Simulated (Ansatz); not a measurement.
Reaction (substitution at a C–Si bond): `C[SiH](F)[SnH3]` + `O[SiH2]N[SiH](O)F` → `CN([SiH2]O)[SiH](O)F` + `F[SiH2][SnH3]`

Calculated with Ansatz (gas phase, PBE0-D4/def2-TZVP geometries, no zero-point term in ΔE). CBS: MP2 limit from def2 TZ/QZ plus the TZ coupled-cluster correction, frozen cores. Functionals use def2-TZVPP. def2 core potentials past Kr. For Sn outer-core shells are correlated without core-valence functions, which leaves a few kJ/mol of doubt a bond. Each species was taken in one conformer, which may not be the lowest.

`C[SiH](F)[SnH3]`:

Z-matrix (Å, degrees):
```
C
Si 1 1.859
H 1 1.092 2 111.4
H 1 1.093 2 110.7 3 120.9
H 1 1.094 2 109.8 3 -119.8
F 2 1.610 1 108.8 3 -62.4
Sn 2 2.571 1 112.5 3 57.3
H 2 1.489 1 110.2 3 -179.0
H 7 1.707 2 111.9 1 -177.4
H 7 1.709 2 111.1 1 -56.4
H 7 1.711 2 110.0 1 62.6
```

`O[SiH2]N[SiH](O)F`:

Z-matrix (Å, degrees):
```
Si
N 1 1.728
O 1 1.643 2 113.3
H 1 1.486 2 105.2 3 -122.6
H 1 1.478 2 111.2 3 116.0
Si 2 1.699 1 129.0 3 -65.9
H 2 1.011 1 115.4 3 113.5
H 3 0.958 1 117.9 2 -53.5
O 6 1.632 2 107.4 1 -145.5
F 6 1.600 2 112.8 1 96.9
H 6 1.475 2 109.5 1 -20.6
H 9 0.958 6 117.8 2 -157.7
```

`CN([SiH2]O)[SiH](O)F`:

Cartesian coordinates in Å:
```
C 0.469 1.073 1.473
N 0.118 0.277 0.290
Si 1.290 0.380 -0.991
O 0.796 -0.466 -2.297
Si -1.346 -0.574 0.283
O -1.183 -1.804 -0.795
F -1.612 -1.151 1.746
H 0.243 2.135 1.332
H -0.064 0.721 2.357
H 1.539 0.982 1.690
H 2.583 -0.108 -0.437
H 1.469 1.793 -1.413
H 0.254 -1.238 -2.098
H -2.566 0.201 -0.033
H -1.989 -2.220 -1.107
```

`F[SiH2][SnH3]`:

Cartesian coordinates in Å:
```
F 1.760 1.509 0.489
Si 0.863 0.256 0.944
Sn -0.848 -0.274 -0.895
H 1.778 -0.889 1.185
H 0.198 0.618 2.222
H -1.885 1.054 -1.163
H -0.067 -0.662 -2.361
H -1.799 -1.612 -0.421
```

```json
{"species": "`C[SiH](F)[SnH3]`", "ωB97M-V energy (Eh)": "-645.94655"}
{"species": "`O[SiH2]N[SiH](O)F`", "ωB97M-V energy (Eh)": "-887.90974"}
{"species": "`CN([SiH2]O)[SiH](O)F`", "ωB97M-V energy (Eh)": "-927.19869"}
{"species": "`F[SiH2][SnH3]`", "ωB97M-V energy (Eh)": "-606.62137"}
```

(1) Work out ΔE.

Largest T1 diagnostic among the species: 0.013.

Answers

(1) ΔE = (-927.19869) + (-606.62137) − (-645.94655) − (-887.90974) = 0.03623 Eh = +95.1 kJ/mol. CCSD(T)/CBS gives +96.0 kJ/mol.

The D4 term adds −6.4 kJ/mol with B3LYP and −3.4 kJ/mol with PBE0; it sums over pairs of atoms, weighted by their polarisabilities, and B3LYP, whose exchange is more repulsive, gets the larger term.

B3LYP here is the variant with VWN-RPA as its local correlation; programs differ in this.
